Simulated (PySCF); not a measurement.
C₂H₈AlN, SMILES [AlH2][N](C)C.

Coordinates come from a PBE0-D3(BJ)/def2-SVP optimisation. The structure was generated by enumeration; whether it is a known compound was not checked.

Level of theory: CAM-B3LYP/def2-TZVP (PySCF).

The molecule is in vacuum.

Computed frontier levels, gap, dipole moment and polarisability:
```json
{
  "highest_occupied_level": "-7.80 eV",
  "lowest_empty_level": "0.12 eV",
  "orbital_gap": "7.92 eV",
  "dipole_moment": "0.89 D",
  "quadrupole, principal values (traceless, Buckingham form, about the centre of nuclear charge)": "-2.11, -1.73, 3.84 D·Å",
  "mean_static_polarisability": "62.1 bohr³ (9.21 Å³)",
  "polarisability_principal_values": "50.4, 62.5, 73.4 bohr³"
}
```
